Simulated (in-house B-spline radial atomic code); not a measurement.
Se II (Se+) is squeezed into an impenetrable sphere of radius R (the orbitals vanish at R). No spin polarisation. Computed with a radial B-spline atomic code at the basis-set limit: non-relativistic Hartree-Fock, average of configuration, point nucleus.

Energies in eV above the free ion in [Ar] 3d10 4s2 4p3:

```tsv
R (bohr)	highest level (eV)	[Ar] 3d10 4s2 4p3	[Ar] 3d9 4s2 4p3 4f1	[Ne] 3s2 3p5 3d10 4s2 4p3 4f1	-dE/dV in [Ar] 3d10 4s2 4p3 (GPa)
8.08	-20	0.002005	74.65	183.8	0.00531
6.54	-20	0.04157	77.3	186.5	0.161
4.98	-19.4	0.7771	83.62	192.8	4.95
4.28	-18.3	2.784	89.97	199.1	23.7
3.75	-16.3	7.276	99.14	208.3	80.8
2.89	-6.74	35.32	140.5	249.5	684
2.75	-3.54	46.03	154.6	263.7	998
2.27	16	118.8	244.8	353.9	4090
1.85	58.1	298.1	451.8	561.5	17600
1.37	207	1046	1263	1378	141000
```

Question: Does [Ar] 3d9 4s2 4p3 4f1 fall below [Ar] 3d10 4s2 4p3 under compression?

Answer: No, it stays above over the whole range.

Question: Does [Ne] 3s2 3p5 3d10 4s2 4p3 4f1 fall below [Ar] 3d10 4s2 4p3 under compression?

Answer: No, it stays above over the whole range.

The highest level is first positive in the row R = 2.27 bohr, pushed up by confinement above the zero of the free ion's potential. Each configuration is held fixed and needn't be the lowest in the sphere.
